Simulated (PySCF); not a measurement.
C₇H₁₀S.
Bonds: C1–C2, C2–C3, C2–C4, C4–C5 (aromatic), C5–C6 (aromatic), C6–C7 (aromatic), C7–S8 (aromatic), C4–S8 (aromatic). Hydrogens: H9, H10, H11 on C1; H12 on C2; H13, H14, H15 on C3; H16 on C5; H17 on C6; H18 on C7.

The same species was optimised twice, with GFN2-xTB and with PBE0-D3(BJ)/def2-SVP (PySCF), and the same property calculations (PySCF, gas phase) were run on both structures.

```csv
coordinate,GFN2-xTB,PBE0-D3(BJ)/def2-SVP,change
C6–C7 (Å),1.355,1.368,+0.013
C4–C5 (Å),1.359,1.372,+0.013
C5–C6 (Å),1.415,1.425,+0.010
C2–C4 (Å),1.495,1.502,+0.007
C4–S8 (Å),1.736,1.734,-0.002
C2–C3 (Å),1.530,1.529,-0.001
C1–C2 (Å),1.530,1.530,0.000
C7–S8 (Å),1.720,1.719,-0.001
C1–C2–C4 (°),110.4,111.8,+1.4
C3–C2–C4 (°),110.6,111.9,+1.3
C4–S8–C7 (°),91.4,92.5,+1.1
C1–C2–C3 (°),110.5,111.4,+0.9
C6–C7–S8 (°),112.0,111.4,-0.6
C5–C4–S8 (°),110.8,110.2,-0.6
C2–C4–S8 (°),120.7,121.2,+0.5
C5–C6–C7 (°),112.5,112.4,-0.1
C1–C2–C4–C5 (°),118,116,-2
```

Rotational constants: A = 3305, B = 1283, C = 1151 MHz (GFN2-xTB) against A = 3291, B = 1252, C = 1128 MHz (PBE0-D3(BJ)/def2-SVP). Point groups within 0.08 Å: Cs and Cs.

On the GFN2-xTB structure: lowest singlet, TDDFT (eV) 5.67 [wB97X-D/def2-SVPD]; lowest triplet, Tamm–Dancoff (eV) 3.80 [wB97X-D/def2-SVPD]; isotropic polarisability (au) 97.3 [wB97X-D/def2-SVPD]; HOMO (eV) -8.34 [wB97X-D/def2-SVPD]; LUMO (eV) 1.45 [wB97X-D/def2-SVPD]; dipole (D) 0.80 [wB97X-D/def2-SVPD]; HOMO (eV) -6.56 [PBE0/pcSseg-1]; LUMO (eV) -0.24 [PBE0/pcSseg-1]; dipole (D) 0.73 [PBE0/pcSseg-1]; GIAO shielding of C1/C3 (mean) (ppm) 156.4 [PBE0/pcSseg-1]; GIAO shielding of C2 (ppm) 150.6 [PBE0/pcSseg-1]; GIAO shielding of C4 (ppm) 21.2 [PBE0/pcSseg-1]; GIAO shielding of C5 (ppm) 60.7 [PBE0/pcSseg-1]; GIAO shielding of C6 (ppm) 56.8 [PBE0/pcSseg-1]; GIAO shielding of C7 (ppm) 55.4 [PBE0/pcSseg-1]; GIAO shielding of S8 (ppm) 295.5 [PBE0/pcSseg-1].

Task: What do these properties become on the PBE0-D3(BJ)/def2-SVP structure?

Result: 
```json
{"property": "lowest singlet, TDDFT (eV)", "level": "wB97X-D/def2-SVPD", "on GFN2-xTB": "5.67", "on PBE0-D3(BJ)/def2-SVP": "5.64", "change": "-0.03"}
{"property": "lowest triplet, Tamm–Dancoff (eV)", "level": "wB97X-D/def2-SVPD", "on GFN2-xTB": "3.80", "on PBE0-D3(BJ)/def2-SVP": "3.76", "change": "-0.04"}
{"property": "isotropic polarisability (au)", "level": "wB97X-D/def2-SVPD", "on GFN2-xTB": "97.3", "on PBE0-D3(BJ)/def2-SVP": "99.0", "change": "+1.7"}
{"property": "HOMO (eV)", "level": "wB97X-D/def2-SVPD", "on GFN2-xTB": "-8.34", "on PBE0-D3(BJ)/def2-SVP": "-8.35", "change": "-0.01"}
{"property": "LUMO (eV)", "level": "wB97X-D/def2-SVPD", "on GFN2-xTB": "1.45", "on PBE0-D3(BJ)/def2-SVP": "1.40", "change": "-0.05"}
{"property": "dipole (D)", "level": "wB97X-D/def2-SVPD", "on GFN2-xTB": "0.80", "on PBE0-D3(BJ)/def2-SVP": "0.78", "change": "-0.02"}
{"property": "energy, GFN2-xTB geometry as zero (kcal/mol)", "level": "wB97X-D/def2-SVPD", "on GFN2-xTB": "0.0", "on PBE0-D3(BJ)/def2-SVP": "-1.3", "change": "-1.3"}
{"property": "HOMO (eV)", "level": "PBE0/pcSseg-1", "on GFN2-xTB": "-6.56", "on PBE0-D3(BJ)/def2-SVP": "-6.58", "change": "-0.02"}
{"property": "LUMO (eV)", "level": "PBE0/pcSseg-1", "on GFN2-xTB": "-0.24", "on PBE0-D3(BJ)/def2-SVP": "-0.28", "change": "-0.04"}
{"property": "dipole (D)", "level": "PBE0/pcSseg-1", "on GFN2-xTB": "0.73", "on PBE0-D3(BJ)/def2-SVP": "0.72", "change": "-0.01"}
{"property": "energy, GFN2-xTB geometry as zero (kcal/mol)", "level": "PBE0/pcSseg-1", "on GFN2-xTB": "0.0", "on PBE0-D3(BJ)/def2-SVP": "-0.7", "change": "-0.7"}
{"property": "GIAO shielding of C1/C3 (mean) (ppm)", "level": "PBE0/pcSseg-1", "on GFN2-xTB": "156.4", "on PBE0-D3(BJ)/def2-SVP": "155.6", "change": "-0.8"}
{"property": "GIAO shielding of C2 (ppm)", "level": "PBE0/pcSseg-1", "on GFN2-xTB": "150.6", "on PBE0-D3(BJ)/def2-SVP": "149.7", "change": "-0.9"}
{"property": "GIAO shielding of C4 (ppm)", "level": "PBE0/pcSseg-1", "on GFN2-xTB": "21.2", "on PBE0-D3(BJ)/def2-SVP": "21.7", "change": "+0.5"}
{"property": "GIAO shielding of C5 (ppm)", "level": "PBE0/pcSseg-1", "on GFN2-xTB": "60.7", "on PBE0-D3(BJ)/def2-SVP": "57.4", "change": "-3.3"}
{"property": "GIAO shielding of C6 (ppm)", "level": "PBE0/pcSseg-1", "on GFN2-xTB": "56.8", "on PBE0-D3(BJ)/def2-SVP": "54.0", "change": "-2.8"}
{"property": "GIAO shielding of C7 (ppm)", "level": "PBE0/pcSseg-1", "on GFN2-xTB": "55.4", "on PBE0-D3(BJ)/def2-SVP": "52.9", "change": "-2.5"}
{"property": "GIAO shielding of S8 (ppm)", "level": "PBE0/pcSseg-1", "on GFN2-xTB": "295.5", "on PBE0-D3(BJ)/def2-SVP": "289.1", "change": "-6.4"}
```

The heavy atoms differ by 0.026 Å rms after alignment. Among bonds between heavy atoms C4–C5 and C6–C7 change most and about equally (+0.013 Å). Changes are differences of the printed values. Neither structure is proved a minimum here.

Shape of the structure used: `[CH3:1][CH:2]([CH3:3])[c:4]1[cH:5][cH:6][cH:7][s:8]1`: C1–C2–C4–C5 116°.

Note: wB97X-D ran without an empirical dispersion term, which enters the total energy and its gradient alone.
